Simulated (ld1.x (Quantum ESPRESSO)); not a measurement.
**What one change does to a pseudopotential (Sn, RRKJ)**

```
Element                 : tin (Sn)
Generator               : ld1.x (Quantum ESPRESSO) 7.5
Type                    : norm-conserving RRKJ (Kleinman–Bylander form)
Functional              : PBEsol
Relativity              : fully relativistic
Frozen core             : [Kr]
Valence charge          : 14
Reference configuration : 4d10 5s1 5p3
Partial waves           : 5s (bound): rc 1.90 bohr; 5p (bound): rc 1.75 bohr; 4d (bound): rc 1.05 bohr; 4f channel at 0.5 Ry: rc 1.80 bohr
Local potential         : all-electron potential smoothed inside 1.85 bohr (lloc = -1)
Core correction         : a·sin(br)/r model core inside 0.50 bohr
rho0                    : 0.02
```

Open shells are filled in proportion to 2j + 1 (rel_dist='average').

Change: wave 4d (bound): rc 1.05 bohr becomes 4d (bound): rc 1.16 bohr.

Cutoffs: the cutoffs (Ry, on a coarse ladder) from which the occupation-weighted sum of valence levels, in a spherical-Bessel basis at the reference potential, stays within 10 and 1 mRy of its value at 400 Ry; they do not see the model core or the augmentation charge, which bear on the density cutoff. Errors are all-electron minus pseudo energies relative to the spin-unpolarised reference configuration.

**Question.** What does the change do?

**Answer.** The potential gets softer (160 Ry and 260 Ry → 90 Ry and 180 Ry); both files keep a bound ghost (s); the errors of the 7 common tests hardly move. A larger radius leaves more room for a smooth pseudo-wave, so fewer plane waves are needed.

| quantity | base | changed |
| --- | --- | --- |
| cutoff, loose | 160 Ry | 90 Ry |
| cutoff, tight | 260 Ry | 180 Ry |
| loose cutoff by channel (10 mRy a level) | s 35 Ry, p 30 Ry, d 80 Ry | s 35 Ry, p 30 Ry, d 70 Ry |
| bound ghosts | s | s |
| error for 4d10 5s2 5p2, meV [ΔE -6.99 eV] | -3.3 | -3.3 |
| error for 4d10 5s2 5p1, meV [ΔE -0.08 eV] | +0.1 | +0.1 |
| error for 4d10 5s2 5p0, meV [ΔE 13.91 eV] | -13 | -13 |
| error for 4d10 5s1 5p2, meV [ΔE 7.59 eV] | +2.9 | +2.9 |
| error for 4d10 5s1 5p0, meV [ΔE 44.92 eV] | -46 | -46 |
| error for 4d10 5s2 5p2.3, meV [ΔE -7.85 eV] | -3.6 | -3.6 |
| error for 4d10 5s0 5p0, meV [ΔE 85.97 eV] | -37 | -37 |
| s: phases at 2.05 bohr within 0.05 rad from the reference energy up to (Ry; the scan ends near 5) | to the end of the scan | to the end of the scan |
| p1/2: phases at 2.05 bohr within 0.05 rad from the reference energy up to (Ry; the scan ends near 5) | 0.3 | 0.3 |
| p3/2: phases at 2.05 bohr within 0.05 rad from the reference energy up to (Ry; the scan ends near 5) | 0.3 | 0.3 |
| d3/2: phases at 2.05 bohr within 0.05 rad from the reference energy up to (Ry; the scan ends near 5) | 1.7 | 1.7 |
| d5/2: phases at 2.05 bohr within 0.05 rad from the reference energy up to (Ry; the scan ends near 5) | 1.8 | 1.7 |
| f5/2: phases at 2.05 bohr within 0.05 rad from the reference energy up to (Ry; the scan ends near 5) | 1.9 | 1.9 |
| f7/2: phases at 2.05 bohr within 0.05 rad from the reference energy up to (Ry; the scan ends near 5) | 1.9 | 1.9 |

 A true bound ghost makes a file unfit for plane-wave use even where its test errors are small: the radial tests pick states by their node count and pass the ghost by.
